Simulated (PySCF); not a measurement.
Zn(OMe)(SH) (CH4OSZn), SMILES [O](C)[Zn][SH].

Coordinates come from a B3LYP-D3(BJ)/def2-SVP optimisation. The structure was generated by enumeration; whether it is a known compound was not checked. Other conformers were not sampled.

Level of theory: TDDFT-PBE0/def2-SVPD (PySCF).

Vertical excitations. Gas-phase values at a fixed geometry.

```csv
state,energy (eV),λ (nm),f,main pairs
S1,4.93,252,0.005,HOMO−1→LUMO 92 %
S2,4.98,249,0.037,HOMO→LUMO 92 %
S3,5.52,224,0.056,HOMO−2→LUMO 86 %
S4,5.83,213,0.000,HOMO→LUMO+1 93 %
S5,6.16,201,0.050,"HOMO−1→LUMO+1 55 %, HOMO→LUMO+2 19 %, HOMO−1→LUMO+2 12 %"
S6,6.20,200,0.018,"HOMO−1→LUMO+2 81 %, HOMO−1→LUMO+1 13 %"
S7,6.30,197,0.009,HOMO−2→LUMO+1 86 %
S8,6.36,195,0.036,"HOMO→LUMO+2 58 %, HOMO−3→LUMO 16 %"
S9,6.50,191,0.010,HOMO→LUMO+3 79 %
S10,6.69,185,0.014,HOMO−2→LUMO+2 88 %
T1,4.59,270,0,HOMO→LUMO 97 %
T2,4.62,269,0,HOMO−1→LUMO 96 %
T3,4.95,250,0,HOMO−2→LUMO 94 %
T4,5.59,222,0,"HOMO→LUMO+1 70 %, HOMO→LUMO+3 17 %"
```
Triplets are in the Tamm–Dancoff approximation, which puts them higher than full response would, so one can lie above its singlet here.
